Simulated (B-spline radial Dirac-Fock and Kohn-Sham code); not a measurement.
## I⁻: non-radiative channels of the N3 vacancy

System: the I⁻ ion, configuration [Kr] 4d10 5s2 5p6, inside a Watson sphere of charge +1 and radius 2.2 Å (a model of the Madelung potential; inside it an electron's potential energy is lowered by 6.5 eV).

The run's input, task.json:

```json
{"items": [{
  "Z": 53,
  "q": -1,
  "cfg": [[1, 0, 2], [2, 0, 2], [2, 1, 6], [3, 0, 2], [3, 1, 6], [3, 2, 10], [4, 0, 2], [4, 1, 6], [4, 2, 10], [5, 0, 2], [5, 1, 6]],
  "A": 127,
  "rrms": 4.75,
  "watson": [1, 2.2],
  "do": ["binding", "quiet", "decay"],
  "holes": ["K", "L1", "L2", "L3", "M1", "M2", "M3", "M4", "M5", "N1", "N2", "N3", "N4", "N5"]
}]}
```

Command: `python xray_run.py task.json out`

These are calculated numbers from an atomic code on a B-spline grid; the model is one-electron (LDA, Dirac) transition rates at Dirac-Fock energies. Kinetic energies are configuration averages from the vacuum level; the two-hole energies are estimated from single-hole states.

```
transition  kinetic energy (eV)  width (meV)  share (%)
   N3-N4N4                12.82         1420        2.8
   N3-N4N5                14.29        31500       60.9
   N3-N5N5                16.23        17000       32.8
   N3-N5O1                53.72          432        0.8
   N3-N4O3                66.68          244        0.5
   N3-N5O2                67.15          359        0.7
   N3-N5O3                68.43          600        1.2
```

Coster-Kronig rates are the weakest part of this model and often come out 1.5 to 2.5 times too large. Super-Coster-Kronig decay this fast strains the one-particle picture, and such widths tend to come out too large. The listed channels hold 100 % of the non-radiative rate. Summed by principal shells, of 51.7 eV in all: NNN 96.5 %, NNO 3.4 %.
